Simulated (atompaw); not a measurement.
# PBEsol PAW (atompaw) dataset for Pr (Z = 59), scalar-relativistic all-electron reference.

```
Element                 : Pr (Z = 59)
Generator               : atompaw 4.2.0.5
Type                    : PAW
Functional              : PBEsol
Relativity              : scalar-relativistic
Frozen core             : [Kr] 4d10
Valence charge          : 13
Reference configuration : 4f3 5s2 5p6 5d0 6s2 6p0
Partial waves           : 5s (bound): rc 2.75 bohr; 6s (bound): rc 3.00 bohr; 5p (bound): rc 1.85 bohr; 6p (bound, empty): rc 3.00 bohr; 5d (bound, empty): rc 3.00 bohr; 5d channel at 1.05 Ry: rc 3.00 bohr; 4f (bound): rc 1.40 bohr; 4f channel at 2.75 Ry: rc 1.40 bohr
Local potential         : vpsmatchnc scheme with l = 4 at 0 Ry, radius 2.45 bohr
Core correction         : smooth core density matched at 2.40 bohr
Augmentation charge     : gaussian compensation charge, radius 2.85 bohr; PAW radius 3.00 bohr; waves and projectors: custom polynom vanderbiltortho
```

All-electron outer shells of the reference configuration (PBEsol, scalar-relativistic, ld1.x):

```tsv
shell	level (eV)	outermost node (bohr)	outermost maximum (bohr)
4p	-214.97	0.32	0.60
4d	-110.40	0.30	0.64
5s	-39.05	0.74	1.35
5p	-21.48	0.79	1.53
6s	-3.48	1.81	3.85
5d	-2.04	0.91	2.28
4f	-1.28	–	0.69
6p	-1.23	2.18	5.07
```

Results:

| Item | Value |
| --- | --- |
| Cutoffs needed | 90 Ry and 120 Ry (the cutoffs (Ry, on a coarse ladder) from which the occupation-weighted sum of valence levels, in a spherical-Bessel basis at the reference potential, stays within 10 and 1 mRy of its value at 400 Ry) |
| Ghost test | no extra level below or beside the all-electron valence levels (s, p, d, f tested) (spherical-Bessel basis up to 400 Ry, 20 bohr box) |
| Lowest eigenvalue of the overlap operator | 0.61 (p channel) |
| Overlap eigenvalues printed by atompaw (projector basis) | 0.202, 0.678, 0.774, 1.88, 11.9, 61.1, 199, 1.8e+03 |
| Share of each valence orbital outside the PAW sphere | 5s 1 %, 6s 85 %, 5p 4 %, 6p 96 %, 5d 49 %, 4f 4 % |

Generation and tests took about 1.8 min on one core of a shared server CPU.
